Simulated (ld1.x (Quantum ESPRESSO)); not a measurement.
**Varying the TM potential for Mo (Z = 42)**

Base potential:

- Element: Mo (Z = 42)
- Generator: ld1.x (Quantum ESPRESSO) 7.5
- Type: norm-conserving Troullier–Martins (Kleinman–Bylander form)
- Functional: BLYP
- Relativity: scalar-relativistic
- Frozen core: [Kr]
- Valence charge: 6
- Reference configuration: 4d4 5s0 5p0 (charge +2)
- Partial waves: 5s (bound, empty): rc 2.35 bohr; 4d (bound): rc 2.45 bohr; 5p (bound, empty): rc 2.90 bohr
- Local potential: the p channel
- Core correction: a·sin(br)/r model core, default radius (core density twice the valence density)

Cutoffs, loose and tight: the cutoffs (Ry, on a coarse ladder) from which the occupation-weighted sum of valence levels, in a spherical-Bessel basis at the reference potential, stays within 10 and 1 mRy of its value at 400 Ry. They do not see the model core or the augmentation charge, which bear on the density cutoff. Test errors are all-electron minus pseudo excitation energies from the reference, over the configurations 4d5 5s1 5p0; 4d5 5s0 5p0; 4d3 5s0 5p0; 4d6 5s0 5p0; 4d5 5s0 5p1; 4d4 5s2 5p0; 4d5.5 5s0.5 5p0. A dash means not determined; rows that change the core or the reference have their own tests. The largest error is taken over the tests solved by every variant that gives reliable tests at all: 4d3 5s0 5p0; 4d5 5s0 5p0; 4d5 5s0 5p1; 4d6 5s0 5p0.

A true bound ghost makes a file unfit for plane-wave use even where its test errors are small: the radial tests pick states by their node count and pass the ghost by.

Cutoffs are not given where the Bessel-basis levels miss the radial ones by over 6 mRy, ghosts where they miss by over 20 mRy; a channel whose overlap is not positive is not tested.

The default core radius of the base comes out at 1.47 bohr.

On the changes marked as counting shells twice: ld1.x takes every shell without a wave as core, so the model core holds the marked electrons as well and exchange and correlation see them twice. This cancels in the reference configuration, but the file is broken for other ones, and its errors say nothing about a proper core correction.

| change | outcome | cutoff, loose | cutoff, tight | bound ghosts | largest test error (meV) |
| --- | --- | --- | --- | --- | --- |
| base | generated | 35 Ry | 40 Ry | none | -422 |
| wave 5p (bound): rc 2.90 bohr becomes 5p (bound): rc 3.60 bohr | generated | 35 Ry | 40 Ry | none | -426 |
| all radii but the core radius scaled by about 1.24 (s 2.92, p 3.60, d 3.04 bohr) | generated | 25 Ry | 30 Ry | none | -368 |
| non-relativistic | generated | 35 Ry | 40 Ry | none | -466 |
| wave 4d (bound): rc 2.45 bohr becomes 4d (bound): rc 3.22 bohr | generated | 25 Ry | 30 Ry | none | -338 |
| core correction a·sin(br)/r model core inside 0.94 bohr | generated | 35 Ry | 40 Ry | none | -424 |
| reference 4d5 5s0.75 5p0 | generated | 35 Ry | 40 Ry | s | -1789 |
| wave 5s (bound): rc 2.35 bohr becomes 5s (bound): rc 1.94 bohr | generated | 35 Ry | 40 Ry | none | -422 |
| functional PBE | generated | 35 Ry | 40 Ry | none | -451 |
| core [Ar] 3d10, valence charge 14; reference 4s2 4p6 4d5.5 5s0.5 5p0; waves now 4s (bound): rc 1.75 bohr; 4p (bound): rc 1.30 bohr; 4d (bound): rc 2.30 bohr; local potential the d channel; core correction Bessel-smoothed model core, default radius (core density twice the valence density) (5s counted twice) | generated, misses its reference levels by 0.32 eV | 70 Ry | 120 Ry | none | +663 |

(1) What comes out with this change to the base: local potential the d channel?

(2) What comes out with this change to the base: type PAW; waves now 5s (bound): rcut 2.05, rcutus 2.35 bohr; 5s channel at -0.6 Ry: rcut 2.05, rcutus 2.35 bohr; 5p (bound): rcut 2.50, rcutus 2.90 bohr; 5p channel at -0.65 Ry: rcut 2.50, rcutus 2.90 bohr; 4d (bound): rcut 2.15, rcutus 2.45 bohr; 4d channel at -0.1 Ry: rcut 2.15, rcutus 2.45 bohr; local potential all-electron potential smoothed inside 2.05 bohr (lloc = -1); augmentation PSQ, radius 2.20 bohr?

Answers

(1) outcome: generated; cutoff, loose: 35 Ry; cutoff, tight: 40 Ry; bound ghosts: s, p; largest test error (meV): -163.

(2) outcome: generated, overlap not positive; bound ghosts: not determined (overlap not positive); largest test error (meV): -174. A file whose overlap is not positive is unfit for use, and its test errors describe a broken file.
